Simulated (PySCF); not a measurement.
# Partial charges of `C=CCN1CCCN1C`

C7H14N2.
Atom-mapped SMILES: `[CH2:1]=[CH:2][CH2:3][N:4]1[CH2:5][CH2:6][CH2:7][N:8]1[CH3:9]` (hydrogens: H10, H11 on C1; H12 on C2; H13, H14 on C3; H15, H16 on C5; H17, H18 on C6; H19, H20 on C7; H21, H22, H23 on C9)

Geometry (GFN2-xTB, Å), atoms numbered from 1 in this order:
```xyz
23
C7H14N2 angstrom
C      3.4658   -0.5834    0.0647
C      2.4880    0.2441   -0.2522
C      1.2415    0.4315    0.5528
N      0.0825    0.4607   -0.3295
C     -0.2867   -0.8567   -0.8441
C     -1.3494   -1.4130    0.1266
C     -1.7161   -0.1804    0.9811
N     -1.0515    0.9672    0.3586
C     -1.9048    1.7042   -0.5537
H      4.3543   -0.6756   -0.5366
H      3.4249   -1.1964    0.9513
H      2.5400    0.8494   -1.1464
H      1.1721   -0.3431    1.3319
H      1.2722    1.4095    1.0439
H      0.5962   -1.4900   -0.9223
H     -0.7072   -0.7268   -1.8456
H     -2.2128   -1.8010   -0.4113
H     -0.9437   -2.2134    0.7435
H     -1.3294   -0.2853    1.9992
H     -2.7904   -0.0098    1.0387
H     -1.2832    2.4214   -1.0851
H     -2.6480    2.2438    0.0321
H     -2.4191    1.0705   -1.2875
```

Density: PBE0/pcSseg-1 (PySCF); schemes: Mulliken, IAO, Hirshfeld and ESP-fitted. One conformer (not necessarily the lowest) at the GFN2-xTB geometry, without solvent, vibrations or thermal averaging.

Question: What partial charge does each atom carry?

Answer: In e; atoms taken as equivalent share a row and are averaged (×n: the atom named and its like, n in all):

```json
{"atom": "C1", "environment": "terminal =CH2 carbon", "Mulliken": "-0.141", "IAO": "-0.327", "Hirshfeld": "-0.107", "ESP-fitted": "-0.526"}
{"atom": "C2", "environment": "alkene CH carbon", "Mulliken": "-0.246", "IAO": "-0.132", "Hirshfeld": "-0.038", "ESP-fitted": "+0.031"}
{"atom": "C3", "environment": "sp3 carbon bound to nitrogen", "Mulliken": "+0.066", "IAO": "-0.156", "Hirshfeld": "-0.035", "ESP-fitted": "-0.167"}
{"atom": "N4", "environment": "hydrazine nitrogen", "Mulliken": "-0.470", "IAO": "-0.189", "Hirshfeld": "-0.057", "ESP-fitted": "-0.155"}
{"atom": "C5", "environment": "sp3 carbon bound to nitrogen", "Mulliken": "-0.021", "IAO": "-0.178", "Hirshfeld": "-0.038", "ESP-fitted": "-0.117"}
{"atom": "C6", "environment": "ring CH2 carbon", "Mulliken": "-0.266", "IAO": "-0.303", "Hirshfeld": "-0.082", "ESP-fitted": "-0.122"}
{"atom": "C7", "environment": "sp3 carbon bound to nitrogen", "Mulliken": "-0.030", "IAO": "-0.177", "Hirshfeld": "-0.035", "ESP-fitted": "-0.093"}
{"atom": "N8", "environment": "hydrazine nitrogen", "Mulliken": "-0.431", "IAO": "-0.185", "Hirshfeld": "-0.062", "ESP-fitted": "-0.176"}
{"atom": "C9", "environment": "N-methyl carbon", "Mulliken": "-0.061", "IAO": "-0.305", "Hirshfeld": "-0.083", "ESP-fitted": "-0.471"}
{"atom": "H10", "environment": "vinylic hydrogen", "Mulliken": "+0.116", "IAO": "+0.151", "Hirshfeld": "+0.045", "ESP-fitted": "+0.193"}
{"atom": "H11", "environment": "vinylic hydrogen", "Mulliken": "+0.106", "IAO": "+0.141", "Hirshfeld": "+0.042", "ESP-fitted": "+0.194"}
{"atom": "H12", "environment": "vinylic hydrogen", "Mulliken": "+0.102", "IAO": "+0.151", "Hirshfeld": "+0.044", "ESP-fitted": "+0.098"}
{"atom": "H13/H14", "environment": "methylene hydrogen", "Mulliken": "+0.112", "IAO": "+0.133", "Hirshfeld": "+0.036", "ESP-fitted": "+0.134"}
{"atom": "H15/H16", "environment": "methylene hydrogen", "Mulliken": "+0.130", "IAO": "+0.141", "Hirshfeld": "+0.036", "ESP-fitted": "+0.099"}
{"atom": "H17/H18", "environment": "methylene hydrogen", "Mulliken": "+0.122", "IAO": "+0.139", "Hirshfeld": "+0.037", "ESP-fitted": "+0.072"}
{"atom": "H19/H20", "environment": "methylene hydrogen", "Mulliken": "+0.122", "IAO": "+0.138", "Hirshfeld": "+0.039", "ESP-fitted": "+0.092"}
{"atom": "H21/H22/H23", "environment": "methyl hydrogen", "Mulliken": "+0.101", "IAO": "+0.135", "Hirshfeld": "+0.037", "ESP-fitted": "+0.172"}
```

Mean size of the charges over all atoms: IAO 0.170 e, ESP-fitted 0.159 e, Mulliken 0.145 e, Hirshfeld 0.047 e. Each set sums to the total charge, 0, to within 0.001 e. The IAO scheme projects the occupied orbitals on a minimal set of polarised atomic orbitals and counts the electrons in each atom's part of it. The ESP scheme fits charges at the nuclei, held to the total charge, to the electrostatic potential on points at 1.4 to 2.0 times the van der Waals radii.

Some averages cover members that differ in this geometry: H13/H14, IAO +0.102 to +0.165; H19/H20, ESP-fitted +0.063 to +0.122; H21/H22/H23, IAO +0.102 to +0.159; H13/H14, Mulliken +0.087 to +0.137 e.

Lowest charge. The schemes don't all agree: Mulliken N4 (-0.470); IAO C1 (-0.327); Hirshfeld C1 (-0.107); ESP-fitted C1 (-0.526).

Highest charge. The schemes don't all agree: Mulliken H15/H16 (+0.130); IAO H10 and H12 (+0.151); Hirshfeld H10 (+0.045); ESP-fitted H11 (+0.194).

Question: How many electrons does the IAO scheme count on C3?

Answer: Z − q = 6 − (-0.156) = 6.156.

Question: How closely do the schemes follow one another over all atoms?

Answer: Correlation coefficient and root-mean-square difference: IAO with Hirshfeld 0.99, 0.130 e; Hirshfeld with ESP-fitted 0.91, 0.151 e; IAO with ESP-fitted 0.89, 0.087 e; Mulliken with Hirshfeld 0.79, 0.144 e; Mulliken with IAO 0.76, 0.124 e; Mulliken with ESP-fitted 0.58, 0.173 e.

Question: Sum the charges by element.

Answer: 
```csv
element,atoms,Mulliken,IAO,Hirshfeld,ESP-fitted
C,7,-0.700,-1.579,-0.417,-1.465
N,2,-0.901,-0.374,-0.119,-0.331
H,14,+1.601,+1.952,+0.536,+1.796
```
